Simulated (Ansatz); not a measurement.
`[F][GaH][ZnH]` + `CI` → `[F][GaH][I]` + `[CH3][ZnH]`  (formal exchange of groups at a Ga–Zn bond)

Calculated with Ansatz (gas phase, PBE0-D4/def2-TZVP geometries, no zero-point term in ΔE). CBS: MP2 limit from def2 TZ/QZ plus the TZ coupled-cluster correction, frozen cores. DFT in def2-TZVPP. HSE06 is defined as in plane-wave codes. Elements past krypton have def2 core potentials. For Ga, I, Zn outer-core shells are correlated without core-valence functions, which leaves a few kJ/mol of doubt a bond. Scalar relativity is left out up to krypton.

`[F][GaH][ZnH]`:

Cartesian coordinates in Å:
```
F 0.962 0.389 -1.944
Ga -0.360 0.407 -0.757
Zn 0.300 -0.614 1.369
H -1.638 1.085 -1.385
H 0.735 -1.267 2.717
```

`CI`:

```xyz
5

C     0.015    0.042   -0.223
I    -0.125   -0.352    1.864
H     0.811   -0.578   -0.623
H    -0.942   -0.209   -0.671
H     0.241    1.097   -0.346
```

`[F][GaH][I]`:

Z-matrix (Å, degrees):
```
Ga
F 1 1.748
I 1 2.462 2 114.0
H 1 1.548 2 119.0 3 -180.0
```

`[CH3][ZnH]`:

Cartesian coordinates in Å:
```
C 0.452 0.092 -0.538
Zn -0.786 -0.160 0.937
H 0.876 1.099 -0.527
H 1.279 -0.621 -0.482
H -0.049 -0.050 -1.499
H -1.771 -0.360 2.109
```

(1) Is it downhill or uphill in electronic energy at CCSD(T)/CBS, and by how much? (Estimate.)

(2) What do these levels give: BLYP-D4, B97M-V, HSE06-D4, ωB97M-V, r2SCAN, HSE06, CCSD/def2-SVP, CCSD(T)/def2-SVP, HF/def2-TZVPP, MP2/def2-TZVPP, SCS-MP2/def2-QZVPP, CCSD/CBS(def2)? (Best estimate.)

Largest T1 diagnostic among the species: 0.016.

## Answers

(1) The calculation gave: Downhill: ΔE = -114.4 kJ/mol.

(2) Computed: BLYP-D4 -103.6, B97M-V -115.0, HSE06-D4 -115.0, ωB97M-V -114.9, r2SCAN -122.3, HSE06 -114.1, CCSD/def2-SVP -122.2, CCSD(T)/def2-SVP -122.0, HF/def2-TZVPP -113.6, MP2/def2-TZVPP -132.4, SCS-MP2/def2-QZVPP -120.6, CCSD/CBS(def2) -113.4 kJ/mol.

Leaving LDA and LC-ωPBE aside and taking each functional with its dispersion term where it has one, the values, not all of them listed here, spread over 21.2 kJ/mol, from PBE-QIDH to BLYP-D4. LDA lies −12.0 kJ/mol from PBE without D4. In def2-TZVPP, CCSD(T) changes the Hartree–Fock value by −5.5 kJ/mol (the triples alone add −1.0 kJ/mol) and MP2 by −18.8 kJ/mol.
